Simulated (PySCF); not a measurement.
# Bonding in `C=C[C@@H]1CCO[Si@@H](N)O1`

Species: C5H11NO2Si.
Atom-mapped SMILES: `[CH2:1]=[CH:2][C@@H:3]1[CH2:4][CH2:5][O:6][Si@@H:7]([NH2:8])[O:9]1` (hydrogens: H10, H11 on C1; H12 on C2; H13 on C3; H14, H15 on C4; H16, H17 on C5; H18 on Si7; H19, H20 on N8)

Cartesian coordinates in Å at the GFN2-xTB level; atoms count from 1:
```xyz
20
C5H11NO2Si angstrom
C     -2.9285    0.7330   -0.4966
C     -1.6187    0.8042   -0.3562
C     -0.6636   -0.2773   -0.7791
C     -0.4508   -1.2922    0.3552
C      0.1990   -0.6488    1.5748
O      1.4492   -0.0891    1.2864
Si     1.7133    0.6710   -0.1322
N      3.1896    0.0603   -0.7648
O      0.5580    0.2643   -1.2064
H     -3.4047   -0.1221   -0.9481
H     -3.5798    1.5228   -0.1642
H     -1.1491    1.6716    0.0851
H     -1.0799   -0.8103   -1.6458
H      0.2134   -2.0749   -0.0161
H     -1.4096   -1.7283    0.6361
H     -0.4619    0.1275    1.9816
H      0.3614   -1.4034    2.3528
H      1.6389    2.1147    0.1175
H      3.4183    0.3328   -1.7057
H      4.0003    0.1549   -0.1773
```

Bond orders from the PBE0/pcSseg-1 density (PySCF). Geometry: GFN2-xTB, one conformer, isolated molecule.

Problem. Where do the orders between heavy atoms depart from those drawn in the SMILES?

Solution. The largest departure is 0.148, at O9–C3 (drawn single, 0.852). Drawn single, order below 0.88: O9–C3 (0.852).

Problem. Set the Mayer orders of the bonds between heavy atoms beside their lengths.

Solution. 
```
  bond  drawn as  length (Å)  Mayer order
 C1–C2    double       1.319        1.983
 C2–C3    single       1.504        0.974
 C3–C4    single       1.537        1.017
 C4–C5    single       1.524        1.033
 C5–O6    single       1.400        0.885
O6–Si7    single       1.631        0.973
Si7–N8    single       1.718        1.081
Si7–O9    single       1.629        0.962
 O9–C3    single       1.403        0.852
```

By pair of heavy elements: C–C: lowest C2–C3 (0.974, 1.504 Å), highest C1–C2 (1.983, 1.319 Å); in 2 of the 6 pairs the longer bond (by over 0.003 Å) has the higher order (by 0.02 or more). C–O: lowest O9–C3 (0.852, 1.403 Å), highest C5–O6 (0.885, 1.400 Å). O–Si: all 2 within 0.02 of one another (0.962 to 0.973).

Problem. And the bonds to hydrogen?

Solution. C–H: 0.94 to 0.96 (8 bonds); H–Si: 0.88 (1 bond); H–N: 0.95 (2 bonds).

Problem. Sum the orders of all bonds at each heavy atom with more than one neighbour and set the sums beside the valence in the SMILES.

Solution. C1 3.887 (drawn 4), C2 3.904 (drawn 4), C3 3.797 (drawn 4), C4 3.923 (drawn 4), C5 3.820 (drawn 4), O6 1.858 (drawn 2), Si7 3.898 (drawn 4), N8 2.976 (drawn 3), O9 1.814 (drawn 2). Orders between atoms that aren't bonded are not in these sums.

For a closed shell the Mayer order of atoms A and B is Σ (PS)μν (PS)νμ over the basis functions μ on A and ν on B, with P the density and S the overlap matrix.
